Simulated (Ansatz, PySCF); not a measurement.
Process, species as SMILES: F[SiH2][SiH3] -> F[SiH2][SiH2-] + H+
Geometries: B3LYP-D3(BJ)/def2-TZVP minima from Ansatz (an electronic-structure program), one conformer each, not searched for the lowest.

Wanted: gas-phase deprotonation energy (enthalpy at 298 K, with B3LYP-D3(BJ) rigid-rotor harmonic-oscillator terms from PySCF), in eV. Cores are frozen in the correlated levels unless marked. No spin-orbit coupling. Non-relativistic. Anions need diffuse functions: aug- sets have them; def2-D sets add few; the other sets have none. CBS marks a two-point X^-3 extrapolation of the correlation energy; Hartree-Fock from the larger set.

| level | program | gas-phase deprotonation energy (eV) | minus last row |
|---|---|---|---|
| HF/STO-3G | Ansatz | 20.78 | 5.37 |
| PBE-D4/def2-TZVPD | Ansatz + dftd4 | 15.11 | -0.30 |
| revPBE/def2-TZVPD | Ansatz | 15.28 | -0.13 |
| r2SCAN0-D4/def2-TZVPD | Ansatz + dftd4 | 15.40 | -0.01 |
| B2GP-PLYP-D3(BJ)/def2-TZVPD | Ansatz + dftd3 | 15.44 | 0.03 |
| MP2/STO-3G | Ansatz | 21.04 | 5.63 |
| SCS-MP2/6-31G* | Ansatz | 15.74 | 0.33 |
| CCSD(T)/6-31G | Ansatz | 15.29 | -0.12 |
| CCSD(T)/cc-pV(T+d)Z | Ansatz | 15.53 | 0.12 |
| CCSD(T)/CBS(aug-cc-pV(T+d)Z,aug-cc-pV(Q+d)Z) | Ansatz | 15.41 | 0.00 |
